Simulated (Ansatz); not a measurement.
Isolated molecules relaxed with PBE0-D4/def2-TZVP in Ansatz; ΔE leaves out vibrations. CCSD(T)/CBS adds triple-zeta CCSD(T) − MP2 to the extrapolated MP2 energy (def2 sets, frozen cores). This one scheme is used for every species. DFT in def2-TZVPP. B3LYP here is the variant with VWN-RPA as its local correlation; programs differ in this. For Ge outer-core shells are correlated without core-valence functions, which leaves a few kJ/mol of doubt a bond. Scalar relativity is left out up to krypton. Each species was taken in one conformer, which may not be the lowest.

Reaction (formal hydrolysis of a Ge–C bond): `F[CH2][GeH2][SH]` + H₂O → `[OH][GeH2][SH]` + `CF`

| level | ΔE (kcal/mol) | difference from CCSD(T)/CBS |
| --- | --- | --- |
| r2SCAN-D4 | -14.6 | -1.2 |
| B3LYP-D4 | -14.6 | -1.2 |
| ωB97X-V | -14.7 | -1.3 |
| ωB97M-V | -14.0 | -0.6 |
| B2PLYP | -15.7 | -2.3 |
| PBE | -13.5 | -0.1 |
| r2SCAN | -14.8 | -1.4 |
| PBE0 | -13.8 | -0.4 |
| HF/def2-TZVPP | -18.9 | -5.5 |
| MP2/def2-TZVPP | -14.6 | -1.2 |
| CCSD/def2-TZVPP | -14.6 | -1.2 |
| CCSD(T)/def2-TZVPP | -14.3 | -0.9 |
| SCS-MP2/def2-QZVPP | -15.4 | -2.0 |
| HF/CBS(def2) | -19.1 | -5.7 |
| MP2/CBS(def2) | -13.8 | -0.4 |
| CCSD/CBS(def2) | -13.7 | -0.3 |
| CCSD(T)/CBS | -13.4 | 0 |

Largest T1 diagnostic among the species: 0.012.

The D4 term adds +1.1 kcal/mol with B3LYP and +0.6 kcal/mol with PBE0; it sums over pairs of atoms, weighted by their polarisabilities, and B3LYP, whose exchange is more repulsive, gets the larger term. In def2-TZVPP, CCSD(T) changes the Hartree–Fock value by +4.6 kcal/mol (the triples alone add +0.3 kcal/mol) and MP2 by +4.2 kcal/mol.
